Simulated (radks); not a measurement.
Results of a calculation; reference values are marked as such.
Task: Excited configurations of the phosphorus ion P+: one electron is placed in a higher orbital outside [Ne] 3s2 3p1. The ground configuration is [Ne] 3s2 3p2. Code: a radial shooting solver on a logarithmic mesh with Libxc functionals. Model: non-relativistic Kohn-Sham, LDA (Slater exchange, Perdew-Wang correlation), spin-polarised, spherical densities, point nucleus; open shells are filled with parallel spins first. Excitation = E - E(ground); binding = E(ion) - E, where the ion is the core of charge +2; n* = 2/sqrt(2 binding) in atomic units, and the quantum defect is n - n*.

outer orbital  excitation (eV)  binding (eV)     n*  quantum defect  eigenvalue (eV)  <r> (bohr)
4f                      16.278         3.592  3.892           0.108           -2.586       8.425
5p                      15.886         3.984  3.696           1.304           -3.166       10.25
5d                      16.983         2.887  4.342           0.658           -2.275       13.32
5f                      17.464         2.406  4.756           0.244           -1.847       14.54
6s                      16.952         2.918  4.319           1.681           -2.371       14.63
7d                      18.446         1.424  6.183           0.817           -1.161       28.89

Estimate the row for 7p.

Result: excitation (eV) 18.110; binding (eV) 1.760; n* 5.560; quantum defect 1.440; eigenvalue (eV) -1.440; <r> (bohr) 23.99. The Delta-SCF ionisation energy is 19.870 eV (NIST Atomic Spectra Database: 19.769 eV, semi-empirical). Self-interaction in the functional shifts the binding energies and quantum defects, so they are the method's values and not measured ones. Open shells are spherical and high-spin; term and fine-structure splittings are not resolved.
